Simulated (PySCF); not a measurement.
C₇H₈. Atoms are numbered in the order given.

```xyz
15

C      0.6683    -1.2396     0.5210
C     -0.6683    -1.2396     0.5210
C     -1.1192     0.0000    -0.2755
C     -0.6683     1.2396     0.5210
C      0.6683     1.2396     0.5210
C      1.1192     0.0000    -0.2755
C      0.0000     0.0000    -1.3523
H      1.3401    -1.9353     1.0276
H     -1.3401    -1.9353     1.0276
H     -2.1622     0.0000    -0.6194
H     -1.3401     1.9353     1.0276
H      1.3401     1.9353     1.0276
H      2.1622     0.0000    -0.6194
H      0.0000     0.9056    -1.9782
H      0.0000    -0.9056    -1.9782
```

Geometry optimised at ωB97X-D3(BJ)/def2-SVP. The values are those of a single conformer.

Level of theory: M06-2X/def2-TZVP run with PySCF.

ESP charges are fitted to the potential on shells at 1.4 to 2.0 van der Waals radii. Atomic charges (e):

| atom | ESP fit | IAO |
|---|---|---|
| C1 | -0.27 | -0.16 |
| C2 | -0.27 | -0.16 |
| C3 | 0.25 | -0.13 |
| C4 | -0.27 | -0.16 |
| C5 | -0.27 | -0.16 |
| C6 | 0.25 | -0.13 |
| C7 | -0.54 | -0.22 |
| H8 | 0.16 | 0.15 |
| H9 | 0.16 | 0.15 |
| H10 | 0.05 | 0.14 |
| H11 | 0.16 | 0.15 |
| H12 | 0.16 | 0.15 |
| H13 | 0.05 | 0.14 |
| H14 | 0.17 | 0.13 |
| H15 | 0.17 | 0.13 |

Q: Give the Mayer and Wiberg (Löwdin basis) orders of the bonds. (Estimate from the structure and the level; the computed values follow.)

A: 
```csv
bond,Mayer,Wiberg
C1–C2,1.93,2.00
C2–C3,0.97,1.08
C3–C4,0.97,1.08
C4–C5,1.93,2.00
C1–C6,0.97,1.08
C5–C6,0.97,1.08
C3–C7,0.95,1.07
C6–C7,0.95,1.07
C1–H8,0.95,0.86
C2–H9,0.95,0.86
C3–H10,0.97,0.83
C4–H11,0.95,0.86
C5–H12,0.95,0.86
C6–H13,0.97,0.83
C7–H14,0.97,0.86
C7–H15,0.97,0.86
```
